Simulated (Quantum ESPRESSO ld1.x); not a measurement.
Task: These are the eigenvalues of the occupied orbitals of an atom or ion with whole-number occupations (eV). Calculated with ld1.x of Quantum ESPRESSO 7.5: Dirac Kohn-Sham, PW91, spin-unpolarised, spherical densities, point nucleus.

orbital  eigenvalue
1s1/2      -67307.8
2s1/2      -11575.0
2p1/2      -11062.6
2p3/2      -9791.88
3s1/2      -2668.66
3p1/2      -2441.10
3p3/2      -2167.54
3d3/2      -1783.62
3d5/2      -1724.04
4s1/2      -561.846
4p1/2      -468.068
4p3/2      -405.064
4d3/2      -251.063
4d5/2      -239.492
5s1/2      -95.1477
5p1/2      -67.8516
5p3/2      -58.9278
4f5/2      -48.1548
4f7/2      -46.1685
5d3/2      -24.0693
5f5/2       -6.3310

Which element is it, and in what charge state? The configuration may be excited. Open shells, if any, fill j = l - 1/2 first.

Result: Z = 73, tantalum, charge +2: Ta2+ in [Xe] 4f14 5d2 5f1. The list shows which subshells hold electrons but not how many an open one holds; the 1s level, -2473.5 hartree, gives Z - s = 70.3 by -(Z - s)^2/2, which with screening and relativity narrows Z to a few neighbours, and the depths of the outer levels then fix element, charge and occupations together.
